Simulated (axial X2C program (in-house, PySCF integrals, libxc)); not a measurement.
What spin–orbit coupling does to LiSb⁻

Calculated with an in-house relativistic program for diatomic molecules. Spin-free means the one-electron spin-free X2C Hamiltonian; two-component (2c) means X2C with spin–orbit coupling and atomic mean-field two-electron Coulomb and Gaunt terms, so the difference of the two also holds small scalar two-electron terms. Basis: Sb dyall-acv3z [12s13p9d5f1g], Li dyall-av3z [9s9p3d] (cores contracted in-house); Gaussian nuclei, density fitting, unrestricted open shells. Masses: Sb 120.904 u, Li 7.016 u.

Spin-free state: M_S = 1/2, Λ = 1 (beyond evenly filled blocks: π+α, π+β, π-α); fragments Sb- + Li.

```json
{"level": "PBE0", "Re (Å)": "2.547", "ωe (cm⁻¹)": "389.4", "De (eV)": "1.363", "μ (D)": "0.53"}
{"level": "HF", "Re (Å)": "2.805", "ωe (cm⁻¹)": "261.2", "De (eV)": "0.718", "μ (D)": "-7.18"}
{"level": "CCSD", "Re (Å)": "2.629", "ωe (cm⁻¹)": "346.0", "De (eV)": "1.186", "μ (D)": "n/a"}
{"level": "CCSD(T)", "Re (Å)": "2.614", "ωe (cm⁻¹)": "359.1", "De (eV)": "1.251", "μ (D)": "n/a"}
{"level": "TPSSh", "Re (Å)": "2.556", "ωe (cm⁻¹)": "387.8", "De (eV)": "1.432", "μ (D)": "0.32"}
```

Correlated methods: 7 electrons correlated (number of frozen shells: Sb 4 s, 3 p, 2 d; Li 1 s), 281 virtual spin orbitals or spinors in MP2, 90 natural virtuals in coupled cluster.

Dipoles are positive if Li is the positive end and refer to the centre of mass.

(1) Within this multiplet, which Ω should lie lowest by the rule for regular and inverted multiplets?

Two-component determinant lowest at the distance of the search:

Ω = 3/2 (⟨Sz⟩ = 0.42, ⟨Lz⟩ = 1.08 at HF); fragments Sb- + Li.

```json
{"level": "PBE0", "Re (Å)": "2.559", "ωe (cm⁻¹)": "375.3", "De (eV)": "1.392", "μ (D)": "-0.14"}
{"level": "HF", "Re (Å)": "2.800", "ωe (cm⁻¹)": "264.9", "De (eV)": "n/a", "μ (D)": "-7.58"}
{"level": "CCSD", "Re (Å)": "2.650", "ωe (cm⁻¹)": "330.5", "De (eV)": "1.174", "μ (D)": "n/a"}
{"level": "CCSD(T)", "Re (Å)": "2.634", "ωe (cm⁻¹)": "341.4", "De (eV)": "1.221", "μ (D)": "n/a"}
{"level": "TPSSh", "Re (Å)": "2.567", "ωe (cm⁻¹)": "374.9", "De (eV)": "1.497", "μ (D)": "-0.26"}
```

(2) From the two tables, how do the constants change at the CCSD(T) level (2c against spin-free)?

The state is a single determinant with fixed occupations, the lowest that a limited PBE0 search found. Dissociation energies refer to the lowest single-determinant-based atoms at the same level and basis. De is not given where an atomic determinant may have missed its ground term or J level, or where the truncated virtual space spoils (T). Density functionals use the spin component along the axis (collinear). Coupled cluster ran in a truncated set of natural virtual spinors; the MP2 energy of the rest was added. (T) has no such correction and the atoms are truncated less, which lowers De at CCSD(T) by a hundredth of an eV or more. PBE0 can misorder states that lie within some tenths of an eV, so this need not be the ground state of the molecule. The nearest other spin-free determinant of the search, M_S = 3/2, Λ = 0, lies 0.009 eV up at the distance of the search. The functionals have no current-density term, which raises determinants with orbital currents, atoms included. The highest occupied level of some functionals is positive through self-interaction error; at Hartree–Fock it is bound. The determinant is spin-polarised beyond a pure state at some levels (its spin-free form has ⟨S²⟩ too high), which makes Re and μ there less reliable. The T1 diagnostic is large, a sign of multireference character. With the outer-core shells frozen, correlated bond lengths of heavy atoms tend to come out a few hundredths of an ångström too long. Hartree–Fock gets electron affinities wrong, so its lowest charge split need not be the true one.

Answers

(1) The open π shell holds three electrons, one hole, so the multiplet is inverted: Ω = Λ + 1/2 = 3/2. The PBE0 2c search agrees.

(2) At the CCSD(T) level Re rises by 0.020 Å and ωe decreases by 17.7 cm⁻¹; De changes by -0.030 eV.
